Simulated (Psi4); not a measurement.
germylsilane (H6GeSi), singlet, geometry from GFN2-xTB; HF/STO-3G in Psi4.

Input for Psi4:
```
memory 2 GB

molecule mol {
0 1
Si   -1.567041    0.166939    0.037590
Ge    0.749571   -0.079853   -0.017980
H    -2.146440   -0.688106    1.073906
H    -1.925321    1.555707    0.326932
H    -2.150726   -0.204709   -1.251576
H     1.245743   -1.412990   -0.497010
H     1.480930    0.886275   -0.903769
H     1.448124    0.081968    1.300636
}

set {
  basis sto-3g
  reference rhf
  soscf true
}

energy('scf')
print_variables()
```

It wrote (shortened):

```
   => Loading Basis Set <=

    Name: STO-3G
    Role: ORBITAL
    Keyword: BASIS

         ---------------------------------------------------------
                                   SCF
               by Justin Turney, Rob Parrish, Andy Simmonett
                          and Daniel G. A. Smith
                              RHF Reference
         ---------------------------------------------------------

  ==> Geometry <==

    Molecular point group: c1
    Full point group: C1

    Geometry (in Angstrom), charge = 0, multiplicity = 1:

       Center              X                  Y                   Z               Mass
    ------------   -----------------  -----------------  -----------------  -----------------
         SI          -1.655090119123     0.176319102517     0.039701692389    27.976926534650
         GE           0.661521880877    -0.070472897483    -0.015868307611    73.921177761000
         H           -2.234489119123    -0.678725897483     1.076017692389     1.007825032230
         H           -2.013370119123     1.565087102517     0.329043692389     1.007825032230
         H           -2.238775119123    -0.195328897483    -1.249464307611     1.007825032230
         H            1.157693880877    -1.403609897483    -0.494898307611     1.007825032230
         H            1.392880880877     0.895655102517    -0.901657307611     1.007825032230
         H            1.360074880877     0.091348102517     1.302747692389     1.007825032230

  Running in c1 symmetry.

  Rotational constants: A =      1.50030  B =      0.12450  C =      0.12450 [cm^-1]
  Rotational constants: A =  44977.80266  B =   3732.29802  C =   3732.29799 [MHz]
  Nuclear repulsion =  176.220531730140266

  Charge       = 0
  Multiplicity = 1
  Electrons    = 52
  Nalpha       = 26
  Nbeta        = 26

  ==> Algorithm <==

  SCF Algorithm Type is DF.
  DIIS enabled.
  MOM disabled.
  Fractional occupation disabled.
  Guess Type is SAD.
  Energy threshold   = 1.00e-06
  Density threshold  = 1.00e-06
  Integral threshold = 1.00e-12

  ==> Primary Basis <==

  Basis Set: STO-3G
    Blend: STO-3G
    Number of shells: 19
    Number of basis functions: 33
    Number of Cartesian functions: 34
    Spherical Harmonics?: true
    Max angular momentum: 2

   => Loading Basis Set <=

    Name: (STO-3G AUX)
    Role: JKFIT
    Keyword: DF_BASIS_SCF

  ==> Integral Setup <==

  SCF_SUBTYPE=INCORE selected. In-core MEM_DF algorithm will be used.
  Using in-core AOs.

  ==> MemDFJK: Density-Fitted J/K Matrices <==

    J tasked:                   Yes
    K tasked:                   Yes
    wK tasked:                   No
    Algorithm:                 Core
    Schwarz Cutoff:           1E-12
    Mask sparsity (%):       5.6933
    Fitting Condition:        1E-10

   => Auxiliary Basis Set <=

  Basis Set: (STO-3G AUX)
    Blend: DEF2-UNIVERSAL-JKFIT
    Number of shells: 134
    Number of basis functions: 502
    Number of Cartesian functions: 646
    Spherical Harmonics?: true
    Max angular momentum: 5

  Minimum eigenvalue in the overlap matrix is 2.6087035016E-01.
  Reciprocal condition number of the overlap matrix is 1.3073712432E-01.
    Using symmetric orthogonalization.

  ==> Pre-Iterations <==

  SCF Guess: Superposition of Atomic Densities via on-the-fly atomic UHF (no occupation information).

   -------------------------
    Irrep   Nso     Nmo
   -------------------------
     A         33      33
   -------------------------
    Total      33      33
   -------------------------

  ==> Iterations <==

                           Total Energy        Delta E     RMS |[F,P]|

   @DF-RHF iter SAD: -2336.55094092689978   -2.33655e+03   0.00000e+00
   @DF-RHF iter   1: -2340.52522566333209   -3.97428e+00   1.91250e-02 DIIS/ADIIS
   @DF-RHF iter   2: -2340.87260651676661   -3.47381e-01   1.38160e-03 DIIS/ADIIS
   @DF-RHF iter   3: -2340.87390950289591   -1.30299e-03   2.26563e-04 SOSCF, nmicro=5
   @DF-RHF iter   4: -2340.87398594235992   -7.64395e-05   4.44921e-07 SOSCF, nmicro=5
   @DF-RHF iter   5: -2340.87398594264505   -2.85127e-10   4.52540e-10 SOSCF, nmicro=conv
  Energy and wave function converged.

  ==> Post-Iterations <==

    Orbital Energies [Eh]
    ---------------------

    Doubly Occupied:

       1A   -400.534954     2A    -67.971325     3A    -50.379540
       4A    -45.443092     5A    -45.443092     6A    -45.442757
       7A     -6.461472     8A     -5.956615     9A     -4.502846
      10A     -4.502253    11A     -4.502253    12A     -3.982189
      13A     -3.981498    14A     -3.981498    15A     -0.715383
      16A     -0.647639    17A     -0.643064    18A     -0.643064
      19A     -0.640353    20A     -0.640353    21A     -0.620299
      22A     -0.439813    23A     -0.439813    24A     -0.393435
      25A     -0.393435    26A     -0.344175

    Virtual:

      27A      0.405492    28A      0.457428    29A      0.457428
      30A      0.554587    31A      0.613146    32A      0.613147
      33A      0.632149

    Final Occupation by Irrep:
              A
    DOCC [    26 ]
    NA   [    26 ]
    NB   [    26 ]

  @DF-RHF Final Energy: -2340.87398594264505

   => Energetics <=

    Nuclear Repulsion Energy =            176.2205317301402658
    One-Electron Energy =               -3634.8966181417254120
    Two-Electron Energy =                1117.8021004689401252
    Total Energy =                      -2340.8739859426450494

Computation Completed

Properties will be evaluated at   0.000000,   0.000000,   0.000000 [a0]

Properties computed using the SCF density matrix

 Multipole Moments:

 ------------------------------------------------------------------------------------
     Multipole            Electronic (a.u.)      Nuclear  (a.u.)        Total (a.u.)
 ------------------------------------------------------------------------------------

 L = 1.  Multiply by 2.5417464519 to convert [e a0] to [Debye]
 Dipole X            :          8.3744909           -8.6521984           -0.2777075
 Dipole Y            :         -0.8921496            0.9217334            0.0295838
 Dipole Z            :         -0.2008804            0.2075430            0.0066626
 Magnitude           :                                                    0.2793582

 ------------------------------------------------------------------------------------

  Variable Map:
  ----------------------------------------------------------------------------
  "CURRENT ENERGY"           =>   -2340.873985942645
  "CURRENT REFERENCE ENERGY" =>   -2340.873985942645
  "DD SOLVATION ENERGY"      =>       0.000000000000
  "HF KINETIC ENERGY"        =>    2336.182047897928
  "HF POTENTIAL ENERGY"      =>   -4677.056033840573
  "HF TOTAL ENERGY"          =>   -2340.873985942645
  "HF VIRIAL RATIO"          =>       2.002008378606
  "NUCLEAR REPULSION ENERGY" =>     176.220531730140
  "ONE-ELECTRON ENERGY"      =>   -3634.896618141725
  "PCM POLARIZATION ENERGY"  =>       0.000000000000
  "PE ENERGY"                =>       0.000000000000
  "SCF ITERATION ENERGY"     =>   -2340.873985942645
  "SCF ITERATIONS"           =>       5.000000000000
  "SCF TOTAL ENERGY"         =>   -2340.873985942645
  "TWO-ELECTRON ENERGY"      =>    1117.802100468940

  Array Variable Map:
  ----------------------------------------------------------------------------
  "CURRENT DIPOLE"           =>      -0.277707462162 ... 0.006662555932 1 by 3
  "SCF DIPOLE"               =>      -0.277707462162 ... 0.006662555932 1 by 3
  "SCF TOTAL ENERGIES"       =>   -2336.550940926900 ... -2340.873985942645 1 by 6
```
